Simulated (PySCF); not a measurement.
# Lu²⁺ (lutetium, charge +2) across methods

[Xe] 4f14 6s1, 2S determinant. All numbers are calculated (PySCF 2.14, the spin-free X2C one-electron Hamiltonian (Gaussian nucleus), in x2c-TZVPPall).

```json
{"method": "r2SCANh", "E (hartree)": "-14562.75", "mean ε 4f α (eV)": "-28.273", "mean ε 4f β (eV)": "-28.216", "mean ε 6s α (eV)": "-18.380", "Σ⟨r²⟩ (bohr²)": "43.11", "⟨S²⟩": "0.750"}
{"method": "BLYP", "E (hartree)": "-14563.67", "mean ε 4f α (eV)": "-26.653", "mean ε 4f β (eV)": "-26.613", "mean ε 6s α (eV)": "-18.031", "Σ⟨r²⟩ (bohr²)": "43.18", "⟨S²⟩": "0.750"}
{"method": "PBE0", "E (hartree)": "-14562.51", "mean ε 4f α (eV)": "-30.226", "mean ε 4f β (eV)": "-30.193", "mean ε 6s α (eV)": "-18.626", "Σ⟨r²⟩ (bohr²)": "43.14", "⟨S²⟩": "0.750"}
{"method": "PBE", "E (hartree)": "-14562.75", "mean ε 4f α (eV)": "-26.835", "mean ε 4f β (eV)": "-26.792", "mean ε 6s α (eV)": "-18.019", "Σ⟨r²⟩ (bohr²)": "43.17", "⟨S²⟩": "0.750"}
{"method": "B3LYP", "E (hartree)": "-14563.04", "mean ε 4f α (eV)": "-29.566", "mean ε 4f β (eV)": "-29.532", "mean ε 6s α (eV)": "-18.657", "Σ⟨r²⟩ (bohr²)": "43.13", "⟨S²⟩": "0.750"}
{"method": "LDA", "E (hartree)": "-14553.13", "mean ε 4f α (eV)": "-27.220", "mean ε 4f β (eV)": "-27.180", "mean ε 6s α (eV)": "-18.318", "Σ⟨r²⟩ (bohr²)": "43.06", "⟨S²⟩": "0.750"}
{"method": "r2SCAN", "E (hartree)": "-14562.85", "mean ε 4f α (eV)": "-26.915", "mean ε 4f β (eV)": "-26.853", "mean ε 6s α (eV)": "-18.132", "Σ⟨r²⟩ (bohr²)": "43.12", "⟨S²⟩": "0.750"}
```

Task: Estimate the same row for UHF.

Result: E (hartree) = -14557.71819; mean ε 4f α (eV) = -39.609; mean ε 4f β (eV) = -39.586; mean ε 6s α (eV) = -19.995; Σ⟨r²⟩ (bohr²) = 43.44; ⟨S²⟩ = 0.750.

Spin-orbit coupling, which splits the p, d and f shells strongly at this Z, is absent.
